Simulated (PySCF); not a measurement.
# Working out the ionisation energy of Zn

Zn [Ar] 3d10 4s2 (1S) → Zn⁺ [Ar] 3d10 4s1 (2S). Calculation: PySCF 2.14, in aug-cc-pVDZ-PP with ECP10MDF (5s5p4d2f, 54 functions); a scalar-relativistic core potential. Frozen: 3s2 3p6. Energies in hartree (1 hartree = 27.21139 eV):

```json
{"part": "UHF", "Zn (lower)": "-225.952569", "Zn⁺ (upper)": "-225.663229"}
{"part": "MP2 opposite-spin", "Zn (lower)": "-0.301853", "Zn⁺ (upper)": "-0.264730"}
{"part": "MP2 same-spin", "Zn (lower)": "-0.166911", "Zn⁺ (upper)": "-0.156396"}
```

Q: What does Hartree-Fock give?

A: (-225.663229) − (-225.952569) = 0.289340 hartree = 7.873 eV.

Q: What do MP2 and SCS-MP2 (6/5 opposite-spin, 1/3 same-spin) give?

A: The opposite-spin parts differ by 1.010 eV and the same-spin parts by 0.286 eV. MP2: 7.873 + (1.010) + (0.286) = 9.169 eV. SCS-MP2: 7.873 + 1.2 × (1.010) + (0.286)/3 = 9.180 eV.

Measured between the centres of the two terms (NIST): 9.394 eV, so MP2 (valence) is off by -0.225 eV.

A double-zeta basis recovers only part of the correlation energy.

What remains against the reference includes basis incompleteness, the frozen core and correlation beyond second order.
